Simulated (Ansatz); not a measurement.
`[SeH][SiH2]Br` + H₂O → `O[SiH2][SeH]` + HBr at 400 K and 1 bar (formal hydrolysis of the Si–Br bond).

Gas-phase electronic energies from Ansatz, PBE0-D4/def2-TZVP geometries. CBS: MP2 limit from def2 TZ/QZ plus the TZ coupled-cluster correction, frozen cores. This one scheme is used for every species. For Br, Se outer-core shells are correlated without core-valence functions, which leaves a few kJ/mol of doubt a bond. Scalar relativity is left out up to krypton. One conformer a species, not always the lowest.

```tsv
species	CCSD(T)/CBS energy (Eh)	H − E (kJ/mol)	S (J/(mol·K))
`[SeH][SiH2]Br`	-5264.97418	94.9	354.9
H₂O	-76.37941	69.8	198.6
`O[SiH2][SeH]`	-2767.43299	130.0	344.6
HBr	-2573.91920	27.6	207.2
```

H − E and S are ideal-gas, rigid-rotor, harmonic terms from PBE0-D4/def2-TZVP, for one conformer and one mirror image of each species. 1 Eh = 2625.50 kJ/mol, R = 8.31446 J/(mol·K).

Task: By hand: ΔE, ΔH, ΔS and ΔG.

Result: ΔE = (-2767.43299) + (-2573.91920) − (-5264.97418) − (-76.37941) = 0.00140 Eh = 3.7 kJ/mol. Δ(H − E) = 130.0 + 27.6 − 94.9 − 69.8 = -7.1, so ΔH = -3.4 kJ/mol. ΔS = 344.6 + 207.2 − 354.9 − 198.6 = -1.7 J/(mol·K). ΔG = -3.4 − 400 × (-1.7)/1000 = -2.7 kJ/mol.

Task: By hand: the equilibrium constant, and the temperature at which ΔG would vanish if ΔH and ΔS stayed fixed.

Result: log₁₀ K = −ΔG/(RT ln 10) = 0.4. ΔG = 0 at ΔH/ΔS = 2000 K, though so small a ΔH makes that figure unsure.

The number of gas molecules stays the same, so ΔS is small and ΔH decides. The sign of ΔG lies within the doubt. A doubt of 5 kJ/mol in ΔE shifts log₁₀ K by 0.7 here. Other conformers and mirror images would add mixing entropy, several J/(mol·K) or more a flexible species. These are equilibria of isolated gas molecules and say nothing of rates. Largest T1 diagnostic: 0.010 (customary marks: 0.02 for closed shells, 0.045 for open ones).
